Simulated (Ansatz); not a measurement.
**Molecular dynamics of ClH$_{3}$O$_{2}$Sn**

input.yaml

```yaml
crystal:
  periodic: [false, false, false]
  atoms:
    - { symbol: Sn, position_ang: [-0.048714, 0.041514, -0.036667] }
    - { symbol: Cl, position_ang: [0.012445, -0.0902, 2.326701] }
    - { symbol: O, position_ang: [1.78952, -0.037581, -0.756775] }
    - { symbol: H, position_ang: [2.210968, -0.896971, -0.610561] }
    - { symbol: H, position_ang: [-0.745609, 1.491981, -0.590364] }
    - { symbol: O, position_ang: [-1.028627, -1.584817, -0.608875] }
    - { symbol: H, position_ang: [-1.297584, -2.120626, 0.152141] }
basis:
  gaussian: { orbitals: def2-SVP }
hamiltonian:
  xc: b3lyp
  dispersion: d4
md:
  timestep: 0.5
  n_steps: 150
  ensemble: nvt_nose_hoover
  temperature: 3000.0
  initial_velocities: maxwell_boltzmann
  seed: 845076
  nose_hoover: { tau: 100.0, chain_length: 1 }
```

Command:

```bash
$ ansatz run input.yaml --threads 1 --pin off --max-ram 2048MiB --backend cpu --events-out ev --progress --plain --runs-dir out
```

It starts from a relaxed structure.

Output, in part (step lines, the closing report, with atoms numbered from 0):

```
md step     0: t =     0.00 fs  T =  3000.0 K  F+E_penalty+E_count = -22493.88840000 eV  E_kin = 1.938900 eV  conserved = -22491.94950001 eV  (27 SCF iters)
[... lines left out ...]
Total energy: -22492.24376248 eV, -826.5747124806 hartree
Atom 0 at    -0.048320    -0.012764     0.090501 Å, force     2.363251    -2.001534    -5.562284 eV/Å
Atom 1 at    -0.016686     0.056894     2.282996 Å, force     0.331640    -0.663115     3.520317 eV/Å
Atom 2 at     1.773862    -0.025312    -1.110315 Å, force    -1.854946    -4.476218     0.355799 eV/Å
Atom 3 at     1.784738    -1.104166    -1.450462 Å, force    -0.041483     4.441927     1.359247 eV/Å
Atom 4 at    -0.674673     1.450192    -0.014021 Å, force    -0.995144     1.894820    -0.749012 eV/Å
Atom 5 at    -0.893759    -1.551988    -1.012996 Å, force    -0.150206     1.114324     1.179724 eV/Å
Atom 6 at    -1.856318    -1.368318    -0.997961 Å, force     0.346888    -0.310204    -0.103790 eV/Å
Dipole moment:    -0.508661    -0.026322     0.097678 e Å
```

The steps, from the saved trajectory:

```json
{"time (fs)": "0.0", "T (K)": "3000", "potential energy less start (eV)": "0.000", "conserved less start (meV/atom)": "0.00"}
{"time (fs)": "2.5", "T (K)": "2158", "potential energy less start (eV)": "0.556", "conserved less start (meV/atom)": "1.70"}
{"time (fs)": "5.0", "T (K)": "2458", "potential energy less start (eV)": "0.354", "conserved less start (meV/atom)": "0.50"}
{"time (fs)": "7.5", "T (K)": "1686", "potential energy less start (eV)": "0.865", "conserved less start (meV/atom)": "2.09"}
{"time (fs)": "10.0", "T (K)": "1595", "potential energy less start (eV)": "0.919", "conserved less start (meV/atom)": "1.12"}
{"time (fs)": "12.5", "T (K)": "993", "potential energy less start (eV)": "1.313", "conserved less start (meV/atom)": "1.68"}
{"time (fs)": "15.0", "T (K)": "1447", "potential energy less start (eV)": "1.011", "conserved less start (meV/atom)": "0.14"}
{"time (fs)": "17.5", "T (K)": "1451", "potential energy less start (eV)": "1.011", "conserved less start (meV/atom)": "0.23"}
{"time (fs)": "20.0", "T (K)": "1030", "potential energy less start (eV)": "1.296", "conserved less start (meV/atom)": "1.60"}
{"time (fs)": "22.5", "T (K)": "1350", "potential energy less start (eV)": "1.090", "conserved less start (meV/atom)": "1.24"}
{"time (fs)": "25.0", "T (K)": "1383", "potential energy less start (eV)": "1.077", "conserved less start (meV/atom)": "1.59"}
{"time (fs)": "27.5", "T (K)": "1819", "potential energy less start (eV)": "0.792", "conserved less start (meV/atom)": "0.33"}
{"time (fs)": "30.0", "T (K)": "1219", "potential energy less start (eV)": "1.196", "conserved less start (meV/atom)": "1.75"}
{"time (fs)": "32.5", "T (K)": "1984", "potential energy less start (eV)": "0.700", "conserved less start (meV/atom)": "0.45"}
{"time (fs)": "35.0", "T (K)": "1592", "potential energy less start (eV)": "0.973", "conserved less start (meV/atom)": "1.92"}
{"time (fs)": "37.5", "T (K)": "1506", "potential energy less start (eV)": "1.032", "conserved less start (meV/atom)": "1.14"}
{"time (fs)": "40.0", "T (K)": "857", "potential energy less start (eV)": "1.461", "conserved less start (meV/atom)": "1.69"}
{"time (fs)": "42.5", "T (K)": "1102", "potential energy less start (eV)": "1.300", "conserved less start (meV/atom)": "0.23"}
{"time (fs)": "45.0", "T (K)": "1157", "potential energy less start (eV)": "1.268", "conserved less start (meV/atom)": "-0.05"}
{"time (fs)": "47.5", "T (K)": "631", "potential energy less start (eV)": "1.628", "conserved less start (meV/atom)": "1.84"}
{"time (fs)": "50.0", "T (K)": "1485", "potential energy less start (eV)": "1.076", "conserved less start (meV/atom)": "0.82"}
{"time (fs)": "52.5", "T (K)": "1498", "potential energy less start (eV)": "1.093", "conserved less start (meV/atom)": "2.51"}
{"time (fs)": "55.0", "T (K)": "2205", "potential energy less start (eV)": "0.643", "conserved less start (meV/atom)": "0.90"}
{"time (fs)": "57.5", "T (K)": "1701", "potential energy less start (eV)": "0.992", "conserved less start (meV/atom)": "1.78"}
{"time (fs)": "60.0", "T (K)": "2244", "potential energy less start (eV)": "0.647", "conserved less start (meV/atom)": "-0.05"}
{"time (fs)": "62.5", "T (K)": "1682", "potential energy less start (eV)": "1.031", "conserved less start (meV/atom)": "0.50"}
{"time (fs)": "65.0", "T (K)": "922", "potential energy less start (eV)": "1.545", "conserved less start (meV/atom)": "1.70"}
{"time (fs)": "67.5", "T (K)": "725", "potential energy less start (eV)": "1.679", "conserved less start (meV/atom)": "1.59"}
{"time (fs)": "70.0", "T (K)": "782", "potential energy less start (eV)": "1.650", "conserved less start (meV/atom)": "1.20"}
{"time (fs)": "72.5", "T (K)": "1343", "potential energy less start (eV)": "1.290", "conserved less start (meV/atom)": "0.14"}
{"time (fs)": "75.0", "T (K)": "834", "potential energy less start (eV)": "1.645", "conserved less start (meV/atom)": "1.95"}
```

All steps were run. The conserved energy stayed within 2.6 meV per atom of its start (net change 2 meV per atom), so the integration is sound. The mean temperature of the second half is 57 % below the set value. A run of 0.075 ps of so small a system gives no equilibrium averages.

The same pairs are bonded in the first frame and the last. Pairs count as bonded within 1.25 times the sum of covalent radii (0.12 Å more for H–H).

Last frame:

```xyz
7
Properties=species:S:1:pos:R:3
Sn -0.048 -0.013 0.090
Cl -0.017 0.057 2.283
O 1.774 -0.025 -1.110
H 1.785 -1.104 -1.450
H -0.675 1.450 -0.014
O -0.894 -1.552 -1.013
H -1.856 -1.368 -0.998
```

Run time: 5.2 min on 1 thread of AMD EPYC 9R45 96-Core Processor (Zen 5) (shared host), peak memory 0.2 GiB.
